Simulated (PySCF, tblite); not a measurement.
Energy landscape of H4Sn, singlet: flattening of a tetrahedron along the D2d path, bond length relaxed. Scanned: the two opposite H-Sn-H angles (109.47 = tetrahedral, 180 = square planar). Other coordinates (Sn-H bond length) were minimised at PBE0/def2-TZVP.

GFN2-xTB, 300 K electronic temperature (tblite); CCSD(T) on RHF/def2-TZVP, 4 core orbitals frozen, def2 effective core potentials past Kr (PySCF).

Energies relative to the lowest point of each profile, in kcal/mol; the last columns give the difference from CCSD(T):

```
a / °   GFN2-xTB  CCSD(T)  GFN2-xTB − CCSD(T)
------  --------  -------  ------------------
90           8.7      8.8                -0.1
95           4.6      4.8                -0.2
100          1.9      2.0                -0.1
105          0.4      0.4                 0.0
109.47       0.0      0.0                 0.0
115          0.6      0.7                -0.1
120          2.0      2.4                -0.3
130          7.2      8.8                -1.6
140         14.6     19.0                -4.4
150         23.1     32.8                -9.7
160         30.5     49.6               -19.1
170         34.8     68.0               -33.2
180         35.7        —                   —
```

GFN2-xTB is furthest from CCSD(T) at 170 (-33.2 kcal/mol, below); its mean absolute difference over the points is 5.7 kcal/mol.

A dash means that the run gave no value there, or that the column was ended at a point which the program doubted or which failed a test of continuity chosen for this set; such a test can also cut sound points.
